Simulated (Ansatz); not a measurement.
CH₇BFGeN. Charge 0, multiplicity 1. The bonds changed during the relaxation, so this is another structure than the one it started from. The geometry is a stationary point of PBE0-D4/def2-TZVP. It is one conformer, not always the lowest.

```xyz
12

B     1.118    0.458    0.787
Ge    1.056    0.407   -1.463
F     1.611   -1.217   -1.912
N     0.009   -0.377    0.311
C    -1.390   -0.018    0.481
H     0.848    1.558    1.167
H     2.154   -0.079    1.031
H    -0.325    0.384   -2.219
H     0.171   -1.373    0.235
H    -1.504    1.057    0.343
H    -2.014   -0.532   -0.251
H    -1.735   -0.268    1.489
```

What is the dipole moment at B3LYP/def2-TZVPP? (Estimate.)

Ansatz gave: 3.27 D, with components (-2.87, 0.30, 1.54) D in this frame, pointing from negative to positive charge.

And with PBE, r2SCAN, ωB97M-V? (Estimate.)

Ansatz gave: PBE 3.18 D, r2SCAN 3.32 D, ωB97M-V 3.27 D.

Give the Mulliken charges with B3LYP, ωB97M-V, PBE in def2-TZVPP. (An estimate is asked.)

The calculation gave: 
```
atom  B3LYP  ωB97M-V    PBE
  B1  -0.23    -0.33  -0.27
 Ge2   0.47     0.45   0.44
  F3  -0.42    -0.41  -0.37
  N4  -0.16    -0.20  -0.12
  C5  -0.19    -0.24  -0.20
  H6   0.03     0.09   0.02
  H7   0.06     0.11   0.05
  H8  -0.07    -0.04  -0.07
  H9   0.17     0.15   0.18
 H10   0.11     0.13   0.11
 H11   0.12     0.14   0.11
 H12   0.12     0.13   0.11
```

B3LYP here is the variant with VWN-RPA as its local correlation; programs differ in this.
